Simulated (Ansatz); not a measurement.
Ansatz (a program for electronic structure) input (HF/3-21G): The .json file is the Basis Set Exchange's 3-21G.

Ansatz 0.2 input:
```yaml
crystal:
  periodic: [false, false, false]
  atoms:
    - {symbol: Si, position_ang: [-1.08763684, 0.09397246, 0.19983489]}
    - {symbol: P, position_ang: [1.21595292, -0.17062488, -0.28784176]}
    - {symbol: H, position_ang: [-1.83667224, -0.85440082, -0.65809745]}
    - {symbol: H, position_ang: [-1.50937082, 1.48745566, -0.09425461]}
    - {symbol: H, position_ang: [-1.33876167, -0.20898746, 1.63206923]}
    - {symbol: H, position_ang: [1.67242673, 0.81969137, 0.64022084]}
basis:
  gaussian:
    orbitals: 3-21G.json
hamiltonian:
  xc: {name: HF}
magnetization: {spin_polarized: true, initial_magnetization: 1}
phonons: {temperatures: {t_min: 298.15, t_max: 298.15, t_step: 100}}
```

Output:

```
Functional definition: HF
integrals: 0.00 GiB planned
391 factors; integrals over basis functions are off by at most 4.0e-4 eV
mean field: 0.07 GiB planned
mean field evaluation 1: about -17106.6806 eV, gradient 6.9e0 eV
mean field evaluation 2: about -17106.6819 eV, gradient 6.9e0 eV
mean field evaluation 4: about -17107.2329 eV, gradient 5.6e-1 eV
mean field evaluation 8: about -17107.2411 eV, gradient 3.4e-4 eV
mean field -17107.24107684 eV, -628.6795138692 hartree, gradient 2.5e-5 eV, S^2 0.760343; 0 other end points of the search recorded, 0 dependent functions left out
the calculation of the forces begins
reference -17107.24107684 eV, -628.6795138692 hartree; 17, 16 occupied and 17, 18 virtual orbitals, 391 factors
these checks for a lower state are left out or cut short: stability, starts, cluster_reference, orbital_swaps, neighbouring_geometries, increment
integrals: 0.00 GiB planned
391 factors; integrals over basis functions are off by at most 4.0e-4 eV
mean field: 0.07 GiB planned
mean field evaluation 16: about -17107.2410 eV, gradient 6.0e-6 eV
mean field -17107.24097946 eV, -628.6795102906 hartree, gradient 1.6e-6 eV, S^2 0.760359; 0 other end points of the search recorded, 0 dependent functions left out
the calculation of the forces begins
reference -17107.24097946 eV, -628.6795102906 hartree; 17, 16 occupied and 17, 18 virtual orbitals, 391 factors
these checks for a lower state are left out or cut short: stability, starts, cluster_reference, orbital_swaps, neighbouring_geometries, increment
integrals: 0.00 GiB planned
391 factors; integrals over basis functions are off by at most 4.0e-4 eV
mean field: 0.07 GiB planned
mean field -17107.24098544 eV, -628.6795105107 hartree, gradient 1.6e-6 eV, S^2 0.760327; 0 other end points of the search recorded, 0 dependent functions left out
the calculation of the forces begins
reference -17107.24098544 eV, -628.6795105107 hartree; 17, 16 occupied and 17, 18 virtual orbitals, 391 factors
these checks for a lower state are left out or cut short: stability, starts, cluster_reference, orbital_swaps, neighbouring_geometries, increment
integrals: 0.00 GiB planned
391 factors; integrals over basis functions are off by at most 4.0e-4 eV
mean field: 0.07 GiB planned
mean field evaluation 32: about -17107.2410 eV, gradient 6.0e-6 eV
mean field -17107.24100455 eV, -628.6795112126 hartree, gradient 1.6e-6 eV, S^2 0.760292; 0 other end points of the search recorded, 0 dependent functions left out
the calculation of the forces begins
reference -17107.24100455 eV, -628.6795112126 hartree; 17, 16 occupied and 17, 18 virtual orbitals, 391 factors
these checks for a lower state are left out or cut short: stability, starts, cluster_reference, orbital_swaps, neighbouring_geometries, increment
integrals: 0.00 GiB planned
391 factors; integrals over basis functions are off by at most 4.0e-4 eV
mean field: 0.07 GiB planned
mean field -17107.24099843 eV, -628.6795109881 hartree, gradient 1.6e-6 eV, S^2 0.760394; 0 other end points of the search recorded, 0 dependent functions left out
the calculation of the forces begins
reference -17107.24099843 eV, -628.6795109881 hartree; 17, 16 occupied and 17, 18 virtual orbitals, 391 factors
these checks for a lower state are left out or cut short: stability, starts, cluster_reference, orbital_swaps, neighbouring_geometries, increment
integrals: 0.00 GiB planned
391 factors; integrals over basis functions are off by at most 4.0e-4 eV
mean field: 0.07 GiB planned
mean field -17107.24101006 eV, -628.6795114153 hartree, gradient 1.6e-6 eV, S^2 0.760298; 0 other end points of the search recorded, 0 dependent functions left out
the calculation of the forces begins
reference -17107.24101006 eV, -628.6795114153 hartree; 17, 16 occupied and 17, 18 virtual orbitals, 391 factors
these checks for a lower state are left out or cut short: stability, starts, cluster_reference, orbital_swaps, neighbouring_geometries, increment
integrals: 0.00 GiB planned
391 factors; integrals over basis functions are off by at most 4.0e-4 eV
mean field: 0.07 GiB planned
mean field -17107.24101705 eV, -628.6795116721 hartree, gradient 1.6e-6 eV, S^2 0.760388; 0 other end points of the search recorded, 0 dependent functions left out
the calculation of the forces begins
reference -17107.24101705 eV, -628.6795116721 hartree; 17, 16 occupied and 17, 18 virtual orbitals, 391 factors
these checks for a lower state are left out or cut short: stability, starts, cluster_reference, orbital_swaps, neighbouring_geometries, increment
integrals: 0.00 GiB planned
391 factors; integrals over basis functions are off by at most 4.0e-4 eV
mean field: 0.07 GiB planned
mean field evaluation 64: about -17107.2411 eV, gradient 2.7e-6 eV
[...]
mean field: 0.07 GiB planned
mean field -17107.24103469 eV, -628.6795123205 hartree, gradient 1.5e-6 eV, S^2 0.760344; 0 other end points of the search recorded, 0 dependent functions left out
the calculation of the forces begins
reference -17107.24103469 eV, -628.6795123205 hartree; 17, 16 occupied and 17, 18 virtual orbitals, 391 factors
these checks for a lower state are left out or cut short: stability, starts, cluster_reference, orbital_swaps, neighbouring_geometries, increment
integrals: 0.00 GiB planned
391 factors; integrals over basis functions are off by at most 4.0e-4 eV
mean field: 0.07 GiB planned
mean field -17107.24105939 eV, -628.6795132282 hartree, gradient 8.2e-7 eV, S^2 0.760344; 0 other end points of the search recorded, 0 dependent functions left out
the calculation of the forces begins
reference -17107.24105939 eV, -628.6795132282 hartree; 17, 16 occupied and 17, 18 virtual orbitals, 391 factors
these checks for a lower state are left out or cut short: stability, starts, cluster_reference, orbital_swaps, neighbouring_geometries, increment
integrals: 0.00 GiB planned
391 factors; integrals over basis functions are off by at most 4.0e-4 eV
mean field: 0.07 GiB planned
mean field evaluation 96: about -17107.2411 eV, gradient 7.9e-7 eV
mean field -17107.24106741 eV, -628.6795135229 hartree, gradient 7.9e-7 eV, S^2 0.760341; 0 other end points of the search recorded, 0 dependent functions left out
the calculation of the forces begins
reference -17107.24106741 eV, -628.6795135229 hartree; 17, 16 occupied and 17, 18 virtual orbitals, 391 factors
these checks for a lower state are left out or cut short: stability, starts, cluster_reference, orbital_swaps, neighbouring_geometries, increment
integrals: 0.00 GiB planned
391 factors; integrals over basis functions are off by at most 4.0e-4 eV
mean field: 0.07 GiB planned
mean field -17107.24106693 eV, -628.6795135054 hartree, gradient 1.9e-6 eV, S^2 0.760341; 0 other end points of the search recorded, 0 dependent functions left out
the calculation of the forces begins
reference -17107.24106693 eV, -628.6795135054 hartree; 17, 16 occupied and 17, 18 virtual orbitals, 391 factors
these checks for a lower state are left out or cut short: stability, starts, cluster_reference, orbital_swaps, neighbouring_geometries, increment
integrals: 0.00 GiB planned
391 factors; integrals over basis functions are off by at most 4.0e-4 eV
mean field: 0.07 GiB planned
mean field -17107.24106652 eV, -628.6795134901 hartree, gradient 1.8e-6 eV, S^2 0.760344; 0 other end points of the search recorded, 0 dependent functions left out
the calculation of the forces begins
reference -17107.24106652 eV, -628.6795134901 hartree; 17, 16 occupied and 17, 18 virtual orbitals, 391 factors
these checks for a lower state are left out or cut short: stability, starts, cluster_reference, orbital_swaps, neighbouring_geometries, increment
integrals: 0.00 GiB planned
391 factors; integrals over basis functions are off by at most 4.0e-4 eV
mean field: 0.07 GiB planned
mean field -17107.24103003 eV, -628.6795121493 hartree, gradient 1.5e-6 eV, S^2 0.760347; 0 other end points of the search recorded, 0 dependent functions left out
the calculation of the forces begins
reference -17107.24103003 eV, -628.6795121493 hartree; 17, 16 occupied and 17, 18 virtual orbitals, 391 factors
these checks for a lower state are left out or cut short: stability, starts, cluster_reference, orbital_swaps, neighbouring_geometries, increment
integrals: 0.00 GiB planned
391 factors; integrals over basis functions are off by at most 4.0e-4 eV
mean field: 0.07 GiB planned
mean field -17107.24101832 eV, -628.6795117189 hartree, gradient 2.2e-6 eV, S^2 0.760338; 0 other end points of the search recorded, 0 dependent functions left out
the calculation of the forces begins
reference -17107.24101832 eV, -628.6795117189 hartree; 17, 16 occupied and 17, 18 virtual orbitals, 391 factors
these checks for a lower state are left out or cut short: stability, starts, cluster_reference, orbital_swaps, neighbouring_geometries, increment
integrals: 0.00 GiB planned
391 factors; integrals over basis functions are off by at most 4.0e-4 eV
mean field: 0.07 GiB planned
mean field -17107.24106769 eV, -628.6795135331 hartree, gradient 2.3e-6 eV, S^2 0.760343; 0 other end points of the search recorded, 0 dependent functions left out
the calculation of the forces begins
reference -17107.24106769 eV, -628.6795135331 hartree; 17, 16 occupied and 17, 18 virtual orbitals, 391 factors
these checks for a lower state are left out or cut short: stability, starts, cluster_reference, orbital_swaps, neighbouring_geometries, increment
integrals: 0.00 GiB planned
391 factors; integrals over basis functions are off by at most 4.0e-4 eV
mean field: 0.07 GiB planned
mean field evaluation 128: about -17107.2411 eV, gradient 2.0e-2 eV
mean field -17107.24106840 eV, -628.6795135592 hartree, gradient 2.4e-6 eV, S^2 0.760342; 0 other end points of the search recorded, 0 dependent functions left out
the calculation of the forces begins
reference -17107.24106840 eV, -628.6795135592 hartree; 17, 16 occupied and 17, 18 virtual orbitals, 391 factors
these checks for a lower state are left out or cut short: stability, starts, cluster_reference, orbital_swaps, neighbouring_geometries, increment
integrals: 0.00 GiB planned
391 factors; integrals over basis functions are off by at most 4.0e-4 eV
mean field: 0.07 GiB planned
mean field -17107.24102510 eV, -628.6795119680 hartree, gradient 1.6e-6 eV, S^2 0.760366; 0 other end points of the search recorded, 0 dependent functions left out
the calculation of the forces begins
reference -17107.24102510 eV, -628.6795119680 hartree; 17, 16 occupied and 17, 18 virtual orbitals, 391 factors
these checks for a lower state are left out or cut short: stability, starts, cluster_reference, orbital_swaps, neighbouring_geometries, increment
integrals: 0.00 GiB planned
391 factors; integrals over basis functions are off by at most 4.0e-4 eV
mean field: 0.07 GiB planned
mean field -17107.24101864 eV, -628.6795117306 hartree, gradient 1.6e-6 eV, S^2 0.760320; 0 other end points of the search recorded, 0 dependent functions left out
the calculation of the forces begins
reference -17107.24101864 eV, -628.6795117306 hartree; 17, 16 occupied and 17, 18 virtual orbitals, 391 factors
these checks for a lower state are left out or cut short: stability, starts, cluster_reference, orbital_swaps, neighbouring_geometries, increment
integrals: 0.00 GiB planned
391 factors; integrals over basis functions are off by at most 4.0e-4 eV
mean field: 0.07 GiB planned
mean field -17107.24106679 eV, -628.6795135002 hartree, gradient 2.5e-6 eV, S^2 0.760344; 0 other end points of the search recorded, 0 dependent functions left out
the calculation of the forces begins
reference -17107.24106679 eV, -628.6795135002 hartree; 17, 16 occupied and 17, 18 virtual orbitals, 391 factors
these checks for a lower state are left out or cut short: stability, starts, cluster_reference, orbital_swaps, neighbouring_geometries, increment
integrals: 0.00 GiB planned
391 factors; integrals over basis functions are off by at most 4.0e-4 eV
mean field: 0.07 GiB planned
mean field evaluation 160: about -17107.2411 eV, gradient 2.4e-6 eV
mean field -17107.24107351 eV, -628.6795137472 hartree, gradient 2.4e-6 eV, S^2 0.760341; 0 other end points of the search recorded, 0 dependent functions left out
the calculation of the forces begins
reference -17107.24107351 eV, -628.6795137472 hartree; 17, 16 occupied and 17, 18 virtual orbitals, 391 factors
Total energy: -17107.24107684 eV, -628.6795138692 hartree
Atom 0 at    -1.087637     0.093972     0.199835 Å, force     0.001698    -0.000805    -0.000959 eV/Å
Atom 1 at     1.215953    -0.170625    -0.287842 Å, force     0.002064    -0.000834    -0.001023 eV/Å
Atom 2 at    -1.836672    -0.854401    -0.658097 Å, force    -0.002269    -0.001316    -0.001069 eV/Å
Atom 3 at    -1.509371     1.487456    -0.094255 Å, force     0.000078     0.002273    -0.000146 eV/Å
Atom 4 at    -1.338762    -0.208987     1.632069 Å, force     0.000315    -0.000087     0.002255 eV/Å
Atom 5 at     1.672427     0.819691     0.640221 Å, force    -0.001886     0.000769     0.000942 eV/Å
Dipole moment:    -0.216317     0.147547     0.166371 e Å
Vibrations: 151.38 388.40 522.36 537.76 841.49 941.01 1007.57 1007.67 2285.89 2288.93 2308.54 2339.39 cm⁻¹, zero-point energy 0.906349 eV
```

The blocks after the first are displaced geometries, from whose forces the wavenumbers follow.
